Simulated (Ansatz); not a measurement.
CH$_{4}$FGeN (`N=[C](F)[GeH3]`). Charge 0, multiplicity 1.

Z-matrix (Å, degrees):
```
Ge
C 1 1.978
H 1 1.532 2 108.9
H 1 1.532 2 108.9 3 -120.4
H 1 1.534 2 106.6 3 119.8
F 2 1.345 1 111.5 3 60.8
N 2 1.246 1 131.1 3 -119.1
H 7 1.016 2 111.2 1 -0.0
```

(1) List the harmonic frequencies (cm⁻¹, unscaled) at PBE0-D4/def2-TZVP in Ansatz. (An estimate is asked.)

(2) Is this a minimum?

(3) Give the ideal-gas thermochemistry at 298.15 K and 1 bar (rigid rotor, harmonic oscillator; point group Cs, symmetry number 1).

(4) And at 400, 500, 600, 800 and 1000 K?

## Answers

(1) The calculation gave: 90, 217, 347, 371, 577, 644, 703, 817, 874, 878, 895, 1003, 1263, 1756, 2172, 2184, 2187, 3549.

(2) Yes, all 18 modes are real.

(3) Zero-point energy 122.8 kJ/mol; H(298) − E = 139.8 kJ/mol; entropy 318.9 J/(mol·K), of which translation 168.7, rotation 109.0, vibration 41.2; G(298) − E = 44.7 kJ/mol. Modes under 100 cm⁻¹ are hindered rotations or soft bends, so the harmonic entropy is rough.

(4) 
```tsv
T (K)	H − E (kJ/mol)	S (J/mol/K)	G − E (kJ/mol)
400	149.4	346.5	10.8
500	160.3	370.7	-25.1
600	172.3	392.5	-63.2
800	198.8	430.6	-145.6
1000	227.8	462.9	-235.1
```
